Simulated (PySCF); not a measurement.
1,2-difluorocyclopenta-1,3-diene (C₅H₄F₂), SMILES FC1=C(F)CC=C1. Geometry optimised at B3LYP-D3(BJ)/def2-SVP. The values are those of a single conformer.

Calculation: B3LYP-D3(BJ)/def2-SVP (PySCF).

Harmonic wavenumbers (cm⁻¹): 228, 271, 286, 396, 448, 583, 622, 698, 705, 846, 905, 945, 954, 1054, 1105, 1140, 1219, 1274, 1350, 1390, 1435, 1610, 1770, 3032, 3071, 3219, 3241. Rotational constants (GHz): 3.587, 3.140, 1.692; symmetry number 1.

Q: Work out the zero-point energy and the ideal-gas rigid-rotor harmonic-oscillator thermochemistry at 298.15 K and 1 atm.

A: ZPE = ½ Σ hcν = ½ × 33798 cm⁻¹ = 202.16 kJ/mol. H − E(el) = 219.62 kJ/mol. Entropy in J/(mol K): translation 166.44, rotation 113.91, vibration 38.21, total 318.55. G − E(el) = 124.65 kJ/mol. Cp = 97.37 J/(mol K).
